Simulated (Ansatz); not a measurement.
Consider the cleavage of the Si–B bond: `N[SiH](O)BO` + HBr → `N[SiH](O)Br` + `BO`.

Gas-phase electronic energies from Ansatz, PBE0-D4/def2-TZVP geometries. CCSD(T)/CBS adds triple-zeta CCSD(T) − MP2 to the extrapolated MP2 energy (def2 sets, frozen cores). This one scheme is used for every species. For Br outer-core shells are correlated without core-valence functions, which leaves a few kJ/mol of doubt a bond. Scalar relativity is left out up to krypton. One conformer a species, not always the lowest.

```tsv
species	MP2/def2-QZVPP energy (Eh)
`N[SiH](O)BO`	-522.52743
HBr	-2573.65765
`N[SiH](O)Br`	-2994.48859
`BO`	-101.75483
```

Question: Work out ΔE.

Answer: ΔE = (-2994.48859) + (-101.75483) − (-522.52743) − (-2573.65765) = -0.05834 Eh = -153.2 kJ/mol. CCSD(T)/CBS gives -143.3 kJ/mol.

Largest T1 diagnostic among the species: 0.014.

In def2-TZVPP, CCSD(T) changes the Hartree–Fock value by +19.2 kJ/mol (the triples alone add +1.5 kJ/mol) and MP2 by +7.0 kJ/mol. From PBE to PBE0 (25 % exact exchange), in def2-TZVPP and without D4, ΔE moves by −7.8 kJ/mol.
